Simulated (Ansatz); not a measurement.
`C[N](C)[Hf]([OH])([F])[CH2]C(C)(C)C` + `[SiH3]N[SiH3]` → `CC(C)(C)N([SiH3])[SiH3]` + `C[N](C)[Hf]([CH3])([OH])[F]`  (substitution at a C–C bond)

Calculated with Ansatz (gas phase, PBE0-D4/def2-TZVP geometries, no zero-point term in ΔE). CBS: MP2 limit from def2 TZ/QZ plus the TZ coupled-cluster correction, frozen cores. This one scheme is used for every species. Functionals use def2-TZVPP. HSE06 is defined as in plane-wave codes. def2 core potentials past Kr. For Hf outer-core shells are correlated without core-valence functions, which leaves a few kJ/mol of doubt a bond. Each species was taken in one conformer, which may not be the lowest.

`C[N](C)[Hf]([OH])([F])[CH2]C(C)(C)C`:

Z-matrix (Å, degrees):
```
Hf
O 1 1.927
N 1 2.025 2 109.5
C 1 3.074 2 88.9 3 10.3
F 1 1.924 2 119.2 3 -128.6
C 1 3.070 2 129.5 3 -13.2
C 1 2.241 2 103.4 3 113.6
H 2 0.952 1 161.0 3 131.1
H 4 1.093 1 77.8 2 23.8
H 4 1.099 1 125.1 2 -79.3
H 4 1.100 1 123.1 2 127.0
H 6 1.099 1 125.6 2 -40.9
H 6 1.100 1 122.7 2 113.1
H 6 1.094 1 77.9 2 -143.7
C 7 1.535 1 122.3 2 -157.1
H 7 1.100 1 107.6 2 -29.1
H 7 1.105 1 102.6 2 80.9
C 15 1.529 7 110.1 1 -167.4
C 15 1.527 7 110.0 1 -47.5
C 15 1.526 7 109.9 1 72.8
H 18 1.094 15 110.9 7 61.0
H 18 1.094 15 110.7 7 -58.6
H 18 1.095 15 111.4 7 -178.8
H 19 1.095 15 111.4 7 64.3
H 19 1.094 15 111.2 7 -176.3
H 19 1.094 15 111.2 7 -55.9
H 20 1.093 15 110.9 7 -59.6
H 20 1.094 15 110.8 7 60.2
H 20 1.094 15 111.0 7 179.9
```

`[SiH3]N[SiH3]`:

Cartesian coordinates in Å:
```
Si -0.505 0.266 -1.453
N 0.542 -0.268 -0.189
Si 0.319 -0.166 1.519
H -1.576 1.080 -0.828
H -1.128 -0.866 -2.195
H 0.238 1.087 -2.448
H 1.373 -0.757 -0.490
H -0.859 0.703 1.761
H 1.520 0.416 2.178
H 0.076 -1.496 2.145
```

`CC(C)(C)N([SiH3])[SiH3]`:

Cartesian coordinates in Å:
```
C 1.773 -0.380 -0.064
C 0.321 -0.245 -0.518
C 0.245 0.679 -1.729
C -0.216 -1.612 -0.931
N -0.495 0.309 0.600
Si -0.591 2.027 0.812
Si -1.161 -0.770 1.783
H 1.846 -1.048 0.797
H 2.177 0.593 0.225
H 2.396 -0.785 -0.866
H 0.828 0.260 -2.552
H 0.658 1.668 -1.514
H -0.787 0.801 -2.064
H -0.149 -2.339 -0.117
H 0.373 -2.005 -1.763
H -1.258 -1.543 -1.249
H -1.415 2.699 -0.229
H -1.208 2.287 2.135
H 0.757 2.665 0.777
H -2.284 -1.593 1.256
H -1.673 0.050 2.907
H -0.137 -1.719 2.306
```

`C[N](C)[Hf]([CH3])([OH])[F]`:

```xyz
17

C     1.821    1.008   -0.002
N     0.569    0.498   -0.501
C     0.643    0.094   -1.886
Hf   -1.184    0.281    0.481
C    -1.290   -1.904    0.920
O    -1.094    1.195    2.173
F    -2.663    0.634   -0.700
H     1.726    1.313    1.043
H     2.616    0.251   -0.060
H     2.160    1.882   -0.577
H     1.374   -0.713   -2.034
H     0.931    0.930   -2.539
H    -0.326   -0.275   -2.244
H    -2.231   -2.174    1.414
H    -1.221   -2.501    0.003
H    -0.473   -2.223    1.576
H    -1.360    1.702    2.933
```

```tsv
level	ΔE (kJ/mol)
B97M-V	25.4
BHLYP-D4	22.3
PBE0	22.6
HSE06	22.7
LC-ωPBE	20.0
MP2/def2-SVP	32.8
MP2/def2-TZVPP	31.3
CCSD/def2-TZVPP	30.0
```

Q: What does CCSD(T)/CBS give? (Best estimate.)

A: Ansatz gave: +27.5 kJ/mol. The listed levels differ from it by -2.1, -5.2, -4.9, -4.8, -7.5, 5.3, 3.8, 2.5 kJ/mol.

Largest T1 diagnostic among the species: 0.015.

The D4 term adds −5.8 kJ/mol with B3LYP and −2.3 kJ/mol with PBE0; it sums over pairs of atoms, weighted by their polarisabilities, and B3LYP, whose exchange is more repulsive, gets the larger term. Leaving LDA and LC-ωPBE aside and taking each functional with its dispersion term where it has one, the values, not all of them listed here, spread over 14.6 kJ/mol, from revPBE-D4 to B2PLYP. LDA lies −6.8 kJ/mol from PBE without D4.

B3LYP here is the variant with VWN-RPA as its local correlation; programs differ in this.
